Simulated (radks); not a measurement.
Results of a calculation; reference values are marked as such.
Removal energies from the thallium ion Tl4+, [Xe] 4f14 5d(3/2: 4, 5/2: 5), by Delta-SCF beside the eigenvalue of the level emptied. Code: a radial shooting solver on a logarithmic mesh with Libxc functionals. Model: Dirac Kohn-Sham, relativistic LDA (MacDonald-Vosko exchange, VWN5 correlation), spin-unpolarised, spherical densities, finite nucleus; Fermi nuclear charge, rms radius of each element as measured or else 0.836 A^(1/3) + 0.57 fm. Sub-shells are occupied by j as written (lower j first in brackets).

| removed from | final configuration | Delta-SCF (eV) | -eigenvalue (eV) |
|---|---|---|---|
| 5d5/2 | [Xe] 4f14 5d(3/2: 4, 5/2: 4) | 66.518 | 58.653 |
| 5d3/2 | [Xe] 4f14 5d(3/2: 3, 5/2: 5) | 69.154 | 61.125 |
| 5p3/2 | [Kr] 4d10 4f14 5s2 5p(1/2: 2, 3/2: 3) 5d(3/2: 4, 5/2: 5) | 125.33 | 116.10 |
| 5p1/2 | [Kr] 4d10 4f14 5s2 5p(1/2: 1, 3/2: 4) 5d(3/2: 4, 5/2: 5) | 146.36 | 136.59 |
